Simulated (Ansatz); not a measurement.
Ideal-gas functions of CH2IN, SMILES `N=CI` at 800 K and 1 bar, from an Ansatz frequency run at PBE0-D4/def2-TZVP.

Molar mass 154.94 g/mol, point group Cs (symmetry number 1), electronic degeneracy 1, moments of inertia 7.557, 156.476, 164.032 u Å². Harmonic wavenumbers (cm⁻¹, unscaled): 336, 571, 689, 1051, 1104, 1320, 1704, 3101, 3466.

Use S(trans) = R[1.5 ln M + 2.5 ln T − 1.1517]; rotational temperatures θ = 24.2544 K / I; S(rot) = R[ln(√π/σ · √(T³/θAθBθC)) + 1.5]; for each mode x = 1.438777 ν̃/T, S = R[x/(eˣ − 1) − ln(1 − e⁻ˣ)] and H = RT x/(eˣ − 1); 1 cm⁻¹ = 0.0119627 kJ/mol; R = 8.31446 J/(mol·K).

Q: By hand: the entropy, in J/(mol·K).

A: Translation 192.3. Rotation: θ = 3.2095, 0.155, 0.1479 K, giving 111.4. Vibration, mode by mode: 12.63, 8.45, 7.04, 4.16, 3.86, 2.84, 1.64, 0.21, 0.12, in all 40.9. Electronic 0.0. Sum 344.6 J/(mol·K).

Q: By hand: H − E and G − E in kJ/mol, counted from the electronic energy.

A: Zero-point energy ½ × 13342 × 0.0119627 = 79.8; thermal vibration 19.2; translation, rotation and pV give 4 RT = 26.6. H − E = 125.6 kJ/mol, and G − E = 125.6 − 800 × 344.6/1000 = -150.1 kJ/mol.

Vibration gives 12 % of the entropy. The sum counts one conformer and one mirror image; others add a mixing term.
